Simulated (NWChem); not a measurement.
System: C3H5ClSi; SMILES C#CC[SiH2]Cl

```xyz
10

C      1.0491    -2.6328    -0.3103
C      0.1683    -1.9215     0.1106
C     -0.8833    -1.0310     0.5831
Si    -0.8833     0.6497    -0.3018
Cl     0.8218     1.7340     0.1877
H      1.8274    -3.2665    -0.6698
H     -1.8757    -1.4777     0.4176
H     -0.7981    -0.8590     1.6647
H     -2.0585     1.4382     0.1470
H     -0.9092     0.4680    -1.7710
```
Atoms are numbered in this order, from 1.

Computed with NWChem. Coordinates come from a B3LYP/6-31G* (spherical d) optimisation. GIAO values for the isolated, static molecule; σ is the absolute isotropic shielding, δ = σ(reference) − σ with the isolated reference molecule computed at the same levels (13C: tetramethylsilane, 1H: tetramethylsilane).

For level PBE0/pcSseg-1:

* **δ C1 (ppm)**: 75.9
* **δ C3 (ppm)**: 9.0
* **σ Cl5 (ppm)**: 995.3
* **δ H7 (ppm)**: 1.64
* **δ H8 (ppm)**: 1.97
* **δ H10 (ppm)**: 5.17

Problem. How do the values read with level PBE/pcSseg-1 instead?

Solution. 
| Quantity | Value |
|---|---|
| δ C1 (ppm) | 72.3 |
| δ C3 (ppm) | 11.0 |
| σ Cl5 (ppm) | 974.0 |
| δ H7 (ppm) | 1.77 |
| δ H8 (ppm) | 2.07 |
| δ H10 (ppm) | 5.33 |
